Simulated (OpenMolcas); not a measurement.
**SiCNClF2 (SMILES N#C[Si](F)(F)Cl): methods side by side**

SiCNClF2: 6 atoms, total charge 0, spin state singlet. As SMILES, `N#C[Si](F)(F)Cl`. The shape is that of a PBE0-D4/def2-TZVP optimisation.

Quantity: the dipole moment, in D. The values are calculated.

```csv
level,kind,program,value (D),CPU time
HF/cc-pVDZ,Hartree–Fock,OpenMolcas,1.86,15 s
SVWN5/cc-pVDZ,LDA,OpenMolcas,1.86,34 s
BLYP/cc-pVDZ,GGA,OpenMolcas,1.84,54 s
PBE/cc-pVDZ,GGA,OpenMolcas,1.83,48 s
revPBE/cc-pVDZ,GGA,OpenMolcas,1.82,48 s
r2SCAN/cc-pVDZ,meta-GGA,OpenMolcas,1.85,57 s
B3LYP/cc-pVDZ,global hybrid,OpenMolcas,1.83,42 s
M06-2X/cc-pVDZ,hybrid meta-GGA,OpenMolcas,1.81,51 s
```

The values span 1.81 to 1.86 D. Magnitudes only. CPU times are rough (shared hosts, several kinds of processor): they show what a rung costs within a factor of a few.
